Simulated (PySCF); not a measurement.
Order these species by their calculated properties.

Each SMILES stands for a single optimised conformer of the isolated species, non-relativistic unless stated; the electronic structure was computed with PySCF and density fitting.

The conformers computed, where there is a choice (atom-mapped SMILES and torsion angles):
- `[H]/[N:5]=[C:4](\[C:2]([CH3:1])=[O:3])[C@H:6]1[CH2:7][SiH2:8]1`: C1–C2–C4–N5 -32°, C2–C4–C6–C7 -29°
- `[CH2:1]=[CH:2][CH2:3][SiH2:4][N:5]([CH3:6])[CH3:7]`: C1–C2–C3–Si4 109°, C2–C3–Si4–N5 -168°, C3–Si4–N5–C6 -37°
- `[CH3:1][O:2][CH2:3][C@:4]1([C:5]#[N:6])[CH2:7][SiH2:8]1`: C1–O2–C3–C4 179°, O2–C3–C4–C5 -160°
- `[CH3:1][Si:2]([CH3:3])([CH:4]=[O:5])[CH2:6][C:7]#[N:8]`: C1–Si2–C4–O5 -142°, C1–Si2–C6–C7 61°
- `[CH3:1][C@H:2]1[CH2:3][C@@H:4]([NH:5][SiH3:6])[CH2:7]1`: C3–C4–N5–Si6 -163°
- `[CH3:1][C:2](/[CH:3]=[N:4]/[SiH3:5])=[CH:6]\[CH:7]=[O:8]`: C1–C2–C3–N4 177°, C2–C6–C7–O8 2°
- `[CH3:1][n:2]1[cH:3][cH:4][c:5]([O:6][SiH3:7])[cH:8]1`: C4–C5–O6–Si7 0°

The conformers of `CC[C@@H]1CC[SiH2]N1`, `C[SiH2]N1CCCC1` and `C[C@@H]1CCCN1[SiH3]` aren't listed.

Problem. Rank by electronic spatial extent ⟨r²⟩ about the centre of nuclear charge, highest first (B3LYP/def2-SVPD at GFN2-xTB geometries).
A. `C[Si](C)(C=O)CC#N`
B. `C[C@H]1C[C@@H](N[SiH3])C1`
C. `[H]/N=C(\C(C)=O)[C@H]1C[SiH2]1`
D. `COC[C@]1(C#N)C[SiH2]1`
E. `CN(C)[SiH2]CC=C`

Solution. E (1399 bohr²), B (1363 bohr²), A (1340 bohr²), D (1268 bohr²), C (1168 bohr²).

Problem. By how much do the two ends of that ranking differ?

Solution. By 231 bohr², between `C=CC[SiH2]N(C)C` and `[H]/N=C(\C(C)=O)[C@H]1C[SiH2]1`.

Problem. Rank by smallest rotational constant, highest first (GFN2-xTB).
A. `CC(/C=N/[SiH3])=C\C=O`
B. `[H]/N=C(\C(C)=O)[C@H]1C[SiH2]1`
C. `Cn1ccc(O[SiH3])c1`
D. `C([SiH2]N(C)C)C=C`
E. `C([C@@]1(C[SiH2]1)C#N)OC`

Solution. B (1.091 GHz), E (0.964 GHz), D (0.883 GHz), C (0.765 GHz), A (0.607 GHz).

Problem. Rank by HOMO–LUMO gap, highest first (B3LYP/def2-SVPD at GFN2-xTB geometries).
A. `Cn1ccc(O[SiH3])c1`
B. `C[Si](CC#N)(C)C=O`
C. `[SiH2]1CC[C@H](N1)CC`
D. `COC[C@]1(C#N)C[SiH2]1`
E. `[H]/N=C(\C(C)=O)[C@H]1C[SiH2]1`
F. `CN(C)[SiH2]CC=C`

Solution. C (6.56 eV), D (6.30 eV), F (6.10 eV), A (5.79 eV), B (4.85 eV), E (4.28 eV).

Problem. Rank by dipole moment, lowest first (B3LYP/def2-SVPD at GFN2-xTB geometries).
A. `C([C@@]1(C#N)[SiH2]C1)OC`
B. `C=CC[SiH2]N(C)C`
C. `C[Si](C)(C=O)CC#N`
D. `C1[C@@H]([SiH2]1)/C(=N/[H])C(C)=O`
E. `c1(ccn(C)c1)O[SiH3]`

Solution. B (1.14 D), D (1.71 D), E (2.27 D), C (2.54 D), A (4.85 D).

Problem. By how much do the two ends of that ranking differ?

Solution. By 3.71 D, between `COC[C@]1(C#N)C[SiH2]1` and `C=CC[SiH2]N(C)C`.

Problem. Rank by HOMO energy, lowest first (B3LYP/def2-SVPD at GFN2-xTB geometries).
A. `C=CC[SiH2]N(C)C`
B. `C[SiH2]N1CCCC1`
C. `[H]/N=C(\C(C)=O)[C@H]1C[SiH2]1`
D. `C[C@@H]1CCCN1[SiH3]`
E. `Cn1ccc(O[SiH3])c1`
F. `C1[C@H](N[SiH2]C1)CC`
G. `COC[C@]1(C#N)C[SiH2]1`

Solution. G (-7.06 eV), C (-6.53 eV), F (-6.29 eV), A (-6.08 eV), D (-5.96 eV), B (-5.79 eV), E (-5.60 eV).

Problem. Give the two extremes of that set in hartree.

Solution. `COC[C@]1(C#N)C[SiH2]1`: -0.259 Eh; `Cn1ccc(O[SiH3])c1`: -0.206 Eh.

Problem. Rank by lowest singlet excitation, highest first (TDDFT B3LYP/def2-SVPD at GFN2-xTB geometries).
A. `C[SiH2]N1CCCC1`
B. `C[Si](C)(C=O)CC#N`
C. `[H]/N=C(/[C@@H]1[SiH2]C1)C(C)=O`
D. `[C@H]1(CC[SiH2]N1)CC`
E. `CN1C=CC(O[SiH3])=C1`
F. `C=CC[SiH2]N(C)C`
G. `COC[C@]1(C#N)C[SiH2]1`

Solution. G (5.77 eV), D (5.54 eV), F (5.32 eV), A (5.18 eV), E (4.98 eV), C (3.28 eV), B (3.14 eV).
